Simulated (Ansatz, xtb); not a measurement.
**Isomers of C4H10OSi in order of energy**

4 gas-phase structures of C4H10OSi, from a drawn sample of its isomers (lower ones may exist). Each was relaxed with GFN2-xTB; where two conformers were screened, the lower at r2SCAN-D4/def2-SVP//GFN2-xTB is listed:

A. `O[C@@H]1CC[C@H]1[SiH3]`, a singlet
B. `O[C@H]1C[C@@H]([SiH3])C1`, a singlet
C. `O[C@H]1C[C@H]([SiH3])C1`, a singlet
D. `OC1([SiH3])CCC1`, a singlet

Problem. Which do you expect lowest at r2SCAN-D4/def2-SVP//GFN2-xTB, and how would the others follow?

Solution. Calculated order at r2SCAN-D4/def2-SVP//GFN2-xTB: A (0.0), B (1.0), C (3.4), D (11.5) kJ/mol. Less than 1 kcal/mol parts A and B; B and C, so the order within those pairs means little.

Energies above the lowest of each column, in kJ/mol; the last columns are at r2SCAN-D4/def2-SVP geometries:

```json
{"structure": "A", "GFN2-xTB": "5.0", "HF/STO-3G": "2.2", "r2SCAN-D4/def2-SVP//GFN2-xTB": "0.0", "r2SCAN-D4/def2-SVP": "0.5", "CCSD(T)/def2-SVP + ΔMP2/def2-TZVPP": "1.8"}
{"structure": "B", "GFN2-xTB": "0.0", "HF/STO-3G": "0.0", "r2SCAN-D4/def2-SVP//GFN2-xTB": "1.0", "r2SCAN-D4/def2-SVP": "0.0", "CCSD(T)/def2-SVP + ΔMP2/def2-TZVPP": "0.0"}
{"structure": "C", "GFN2-xTB": "0.7", "HF/STO-3G": "1.7", "r2SCAN-D4/def2-SVP//GFN2-xTB": "3.4", "r2SCAN-D4/def2-SVP": "3.3", "CCSD(T)/def2-SVP + ΔMP2/def2-TZVPP": "3.0"}
{"structure": "D", "GFN2-xTB": "5.8", "HF/STO-3G": "14.6", "r2SCAN-D4/def2-SVP//GFN2-xTB": "11.5", "r2SCAN-D4/def2-SVP": "11.5", "CCSD(T)/def2-SVP + ΔMP2/def2-TZVPP": "14.2"}
```

Every level run on B puts it lowest or level with the lowest. CCSD(T)/def2-SVP + ΔMP2/def2-TZVPP orders those it was run on as B (0.0), A (1.8), C (3.0), D (14.2) kJ/mol. Less than 1 kcal/mol parts B and A; A and C, so the order within those pairs means little. Some further structures that were screened fall inside this span and aren't listed. Flexible structures stand in one conformer each, not always the lowest. ΔMP2 is the change of the MP2 energy from the smaller to the larger basis.

Over these structures GFN2-xTB departs from r2SCAN-D4/def2-SVP//GFN2-xTB by 3.1 kJ/mol on average once a common shift is removed. A GFN2-xTB relaxation took about 0.7 s and the r2SCAN-D4/def2-SVP//GFN2-xTB energy about 8 s on a shared host (Ansatz 0.2.0, xtb 6.7.1).
